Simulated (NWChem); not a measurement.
System: C4H4F2; SMILES F/C=C\C=C/F

```xyz
10

F     -0.4188     2.4753     0.0000
C      0.6742     1.7162     0.0000
C      0.6161     0.3804     0.0000
C     -0.6161    -0.3804     0.0000
C     -0.6742    -1.7162     0.0000
F      0.4188    -2.4753     0.0000
H      1.5977     2.3009     0.0000
H      1.5660    -0.1583     0.0000
H     -1.5660     0.1583     0.0000
H     -1.5977    -2.3009     0.0000
```
Atoms are numbered in this order, from 1.

Results from NWChem. Pople sets run with spherical d functions. Geometry: optimised at PBE0/def2-SVP. GIAO values for the isolated, static molecule; σ is the absolute isotropic shielding, δ = σ(reference) − σ with the isolated reference molecule computed at the same levels (13C: tetramethylsilane, 19F: trichlorofluoromethane, 1H: tetramethylsilane).

For level B3LYP/6-31G*:

```
Property     Value
----------  ------
δ F1 (ppm)  -110.5
δ C2 (ppm)   140.8
δ C3 (ppm)    98.4
δ H7 (ppm)    6.33
δ H8 (ppm)    5.44
```

Q: Estimate the same quantities for level PBE0/pcSseg-1.

A: 
| Item | Value |
|---|---|
| δ F1 (ppm) | -116.1 |
| δ C2 (ppm) | 156.1 |
| δ C3 (ppm) | 108.5 |
| δ H7 (ppm) | 6.58 |
| δ H8 (ppm) | 5.79 |
